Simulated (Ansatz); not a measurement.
Reaction (substitution at a C–Al bond): `C#[C][AlH][GeH3]` + `[SiH3]S` → `C#CS[SiH3]` + `[AlH2][GeH3]`

Gas-phase electronic energies from Ansatz, PBE0-D4/def2-TZVP geometries. CCSD(T)/CBS is the MP2 limit (def2-TZVPP, def2-QZVPP) plus CCSD(T) − MP2 in def2-TZVPP, frozen cores. Functionals use def2-TZVPP. HSE06 is defined as in plane-wave codes. For Ge outer-core shells are correlated without core-valence functions, which leaves a few kJ/mol of doubt a bond. Scalar relativity is left out up to krypton.

```tsv
level	ΔE (kJ/mol)
revPBE-D4	87.2
B97M-V	96.1
HSE06-D4	94.6
CAM-B3LYP-D4	100.8
ωB97X-V	101.2
LC-ωPBE	98.9
MP2/def2-SVP	101.8
HF/CBS(def2)	115.2
```

(1) What does CCSD(T)/CBS give? (An estimate is asked.)

Largest T1 diagnostic among the species: 0.013.

Results:

(1) The calculation gave: +107.8 kJ/mol. The listed levels differ from it by -20.6, -11.7, -13.2, -7.0, -6.6, -8.9, -6.0, 7.4 kJ/mol.

Leaving LDA and LC-ωPBE aside and taking each functional with its dispersion term where it has one, the values, not all of them listed here, spread over 16.8 kJ/mol, from revPBE-D4 to ωB97M-V. LDA lies −8.9 kJ/mol from PBE without D4. From PBE to PBE0 (25 % exact exchange), in def2-TZVPP and without D4, ΔE moves by +4.7 kJ/mol. The D4 term adds −3.9 kJ/mol with B3LYP and −2.0 kJ/mol with PBE0; it sums over pairs of atoms, weighted by their polarisabilities, and B3LYP, whose exchange is more repulsive, gets the larger term.

B3LYP here is the variant with VWN-RPA as its local correlation; programs differ in this.
